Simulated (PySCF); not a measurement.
**Partial charges of `CC(C)/C(F)=P/C(F)(F)F`**

Species: C₅H₇F₄P.
Geometry (GFN2-xTB, Å), atoms numbered from 1 in this order:
```xyz
17
C5H7F4P angstrom
C     -1.7220    1.1925    0.0791
C     -1.0481   -0.1222    0.4961
C     -1.5617   -1.2920   -0.3315
C      0.4310    0.0266    0.3590
F      0.9661    0.8864    1.2401
P      1.3730   -0.7579   -0.7992
C      3.0504    0.0084   -0.3079
F      3.4230   -0.2894    0.9423
F      3.0853    1.3401   -0.4342
F      4.0007   -0.4815   -1.1211
H     -2.7926    1.1302    0.2542
H     -1.5490    1.3806   -0.9782
H     -1.3246    2.0269    0.6517
H     -1.2647   -0.2928    1.5581
H     -1.3623   -1.1220   -1.3885
H     -2.6347   -1.4029   -0.1976
H     -1.0767   -2.2190   -0.0324
```

Density: PBE0/pcSseg-1 (PySCF); schemes: Mulliken, IAO, Hirshfeld and ESP-fitted. Isolated species at its GFN2-xTB geometry (one conformer only).

Q: What partial charge does each atom carry?

A: In e:

| atom | environment | Mulliken | IAO | Hirshfeld | ESP-fitted |
| --- | --- | --- | --- | --- | --- |
| C1 | methyl carbon | -0.215 | -0.415 | -0.114 | -0.503 |
| C2 | sp3 CH carbon | -0.359 | -0.117 | -0.028 | +0.363 |
| C3 | methyl carbon | -0.250 | -0.424 | -0.118 | -0.572 |
| C4 | carbon bonded to C, F and P | +0.054 | +0.099 | +0.064 | +0.031 |
| F5 | fluorine bonded to C | -0.244 | -0.238 | -0.052 | -0.122 |
| P6 | phosphorus bonded to 2 C | +0.291 | +0.228 | +0.046 | -0.205 |
| C7 | CF3 carbon | +0.570 | +0.643 | +0.200 | +0.760 |
| F8 | fluorine of a CF3 group | -0.259 | -0.274 | -0.102 | -0.240 |
| F9 | fluorine of a CF3 group | -0.260 | -0.275 | -0.103 | -0.233 |
| F10 | fluorine of a CF3 group | -0.269 | -0.282 | -0.106 | -0.227 |
| H11 | methyl hydrogen | +0.127 | +0.148 | +0.049 | +0.136 |
| H12 | methyl hydrogen | +0.118 | +0.146 | +0.042 | +0.149 |
| H13 | methyl hydrogen | +0.135 | +0.153 | +0.043 | +0.143 |
| H14 | methine hydrogen | +0.156 | +0.159 | +0.051 | +0.040 |
| H15 | methyl hydrogen | +0.134 | +0.146 | +0.038 | +0.167 |
| H16 | methyl hydrogen | +0.132 | +0.152 | +0.051 | +0.167 |
| H17 | methyl hydrogen | +0.140 | +0.152 | +0.040 | +0.146 |

Mean size of the charges over all atoms: ESP-fitted 0.247 e, IAO 0.238 e, Mulliken 0.218 e, Hirshfeld 0.073 e. Each set sums to the total charge, 0, to within 0.001 e. The Hirshfeld scheme divides the density at each point in proportion to the densities of the neutral, spherically averaged free atoms.

Lowest charge. The schemes don't all agree: Mulliken C2 (-0.359); IAO C3 (-0.424); Hirshfeld C3 (-0.118); ESP-fitted C3 (-0.572).

Highest charge. All schemes agree: Mulliken C7 (+0.570); IAO C7 (+0.643); Hirshfeld C7 (+0.200); ESP-fitted C7 (+0.760).

Q: How closely do the schemes follow one another over all atoms?

A: Correlation coefficient and root-mean-square difference: IAO with Hirshfeld 0.98, 0.192 e; Mulliken with IAO 0.94, 0.092 e; Mulliken with Hirshfeld 0.93, 0.172 e; Hirshfeld with ESP-fitted 0.84, 0.244 e; IAO with ESP-fitted 0.84, 0.171 e; Mulliken with ESP-fitted 0.64, 0.245 e.

Q: Sum the charges by element, for elements with more than one atom.

A: 
| element | atoms | Mulliken | IAO | Hirshfeld | ESP-fitted |
| --- | --- | --- | --- | --- | --- |
| C | 5 | -0.201 | -0.215 | +0.004 | +0.079 |
| F | 4 | -1.031 | -1.069 | -0.363 | -0.822 |
| H | 7 | +0.941 | +1.056 | +0.313 | +0.948 |
